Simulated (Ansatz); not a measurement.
Compare A (`FC1CO[SiH2]1`) with its isomer B (`C=C(F)O[SiH3]`).

Computed with Ansatz on PBE0-D4/def2-TZVP structures; ΔE is electronic, products minus reactants. CBS: MP2 limit from def2 TZ/QZ plus the TZ coupled-cluster correction, frozen cores. DFT in def2-TZVPP. B3LYP here is the variant with VWN-RPA as its local correlation; programs differ in this. One conformer a species, not always the lowest.

**Question.** Which is lower in electronic energy at CCSD(T)/CBS, and by how much? (An estimate is asked.)

**Answer.** The calculation gave: B, by 6.5 kcal/mol.

**Question.** Give E(B) − E(A) in kcal/mol with PBE0-D4, CCSD/def2-TZVPP, B3LYP, r2SCAN-D4, ωB97M-V, B2PLYP, MP2/def2-TZVPP. (An estimate is asked.)

**Answer.** Ansatz gave: PBE0-D4 -5.3, CCSD/def2-TZVPP -7.3, B3LYP -10.3, r2SCAN-D4 -8.6, ωB97M-V -6.7, B2PLYP -9.0, MP2/def2-TZVPP -6.6. None reverses the order clearly.

Largest T1 diagnostic: 0.012.

In def2-TZVPP, CCSD(T) changes the Hartree–Fock value by +4.8 kcal/mol (the triples alone add −0.1 kcal/mol) and MP2 by +5.6 kcal/mol. From PBE to PBE0 (25 % exact exchange), in def2-TZVPP and without D4, E(B) − E(A) moves by +1.2 kcal/mol.
